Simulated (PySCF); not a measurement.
## What binds Cs2: the parts of the energy along the bond

State: singlet, closed shell. RHF-based CCSD(T) in PySCF 2.14 with Cs cc-pwCVDZ-X2C and Cs cc-pwCVTZ-X2C (frozen core orbitals: 46; spin-free X2C with a Gaussian nucleus). Correlation energies are extrapolated as n⁻³ (n = 2, 3), Hartree–Fock as (n+1)·exp(−9√n). All energies in eV from Cs + Cs.

```
 R (Å)  HF/CBS  CCSD corr.      (T)   total
4.2036   0.328      -0.607  -0.1088  -0.388
4.3947   0.255      -0.577  -0.1033  -0.425
4.5858   0.205      -0.548  -0.0984  -0.441
4.7768   0.175      -0.519  -0.0945  -0.439
4.9679   0.161      -0.492  -0.0918  -0.423
5.2068   0.163      -0.461  -0.0903  -0.389
5.4456   0.182      -0.436  -0.0911  -0.345
```

A fit to the total gives Re = 4.6527 Å, De = 0.442 eV, ωe = 42.8 cm⁻¹, Be = 0.01172 cm⁻¹ (masses 132.9054 and 132.9054 u).

Question: At R = 4.5858 Å the CCSD correlation energy is -0.221564 hartree in the smaller basis and -0.378856 in the larger. Extrapolate it.

Answer: (3³·E3 − 2³·E2)/(3³ − 2³) = -0.44508 hartree; the larger basis holds 85.1 % of it.

The T1 diagnostic is 0.018. The open-shell atoms are computed with UHF. Spin–orbit coupling, excitations beyond (T) and corrections to the Born–Oppenheimer picture are left out.
